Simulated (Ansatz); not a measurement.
Geometry optimisation, RKS PBE0-D4/def2-SVP (Ansatz).

Input file:

```yaml
crystal:
  periodic: [false, false, false]
  atoms:
    - { symbol: B, position_ang: [0.1754, 1.7371, 1.6998] }
    - { symbol: O, position_ang: [0.7455, 0.681, 0.9499] }
    - { symbol: Si, position_ang: [-0.4959, 0.1102, -0.1388] }
    - { symbol: Ge, position_ang: [0.4674, -1.6368, -1.3655] }
    - { symbol: F, position_ang: [0.8882, -2.9456, -0.2961] }
    - { symbol: H, position_ang: [-0.418, 1.5878, 2.7143] }
    - { symbol: H, position_ang: [0.248, 2.8932, 1.294] }
    - { symbol: H, position_ang: [-0.8364, 1.1976, -1.0528] }
    - { symbol: H, position_ang: [-1.6255, -0.3546, 0.6764] }
    - { symbol: H, position_ang: [1.6216, -1.1544, -2.1491] }
    - { symbol: H, position_ang: [-0.7048, -2.1727, -2.3117] }
basis:
  gaussian: { orbitals: def2-SVP }
hamiltonian:
  xc: pbe0
  dispersion: d4
relax:
  f_tol: 0.02
  max_steps: 50
output:
  orbitals: {}
```

Launched with:

```bash
$ ansatz run input.yaml --threads 2 --pin off --max-ram 3072MiB --backend cpu --events-out ev --progress --plain --runs-dir out
```

Problem. Where does it end, and by what steps?

Solution. It converged. The force dipped under the threshold on the way, but the program's further checks kept it going. After 48 steps the energy has fallen by 0.802 eV; F5 moved furthest, 1.80 Å.

| step | energy less start (eV) | largest force component (eV/Å) | accepted |
| --- | --- | --- | --- |
| 0 | 0.0000 | 2.175 | yes |
| 2 | -0.3742 | 0.873 | yes |
| 4 | -0.5611 | 0.360 | yes |
| 6 | -0.6823 | 0.296 | yes |
| 8 | -0.7337 | 0.576 | yes |
| 10 | -0.7764 | 0.044 | yes |
| 12 | -0.7769 | 0.130 | yes |
| 14 | -0.7767 | 0.258 | no |
| 16 | -0.7837 | 0.032 | yes |
| 18 | -0.7852 | 0.071 | yes |
| 20 | -0.7866 | 0.094 | yes |
| 22 | -0.7872 | 0.149 | yes |
| 24 | -0.7894 | 0.026 | yes |
| 26 | -0.7905 | 0.053 | yes |
| 28 | -0.7918 | 0.088 | yes |
| 30 | -0.7928 | 0.065 | yes |
| 32 | -0.7952 | 0.085 | yes |
| 34 | -0.7967 | 0.108 | yes |
| 36 | -0.7967 | 0.189 | no |
| 38 | -0.7996 | 0.062 | yes |
| 40 | -0.8008 | 0.039 | yes |
| 42 | -0.8012 | 0.019 | yes |
| 44 | -0.8014 | 0.024 | yes |
| 46 | -0.8016 | 0.027 | yes |
| 48 | -0.8016 | 0.011 | yes |

```xyz
11
Properties=species:S:1:pos:R:3
B 0.429 1.219 1.658
O -0.014 1.432 0.396
Si -1.007 0.444 -0.537
Ge 0.434 -1.371 -1.132
F 1.562 -1.363 0.218
H -0.050 0.328 2.332
H 1.274 1.968 2.092
H -1.465 1.231 -1.714
H -2.183 -0.027 0.253
H 1.287 -1.145 -2.393
H -0.201 -2.773 -1.151
```

Whether the end is a true minimum wasn't checked by a vibrational analysis.

Run time: 3.7 min on 2 threads of Arm Neoverse V1, on a shared host, peak memory 0.31 GiB.
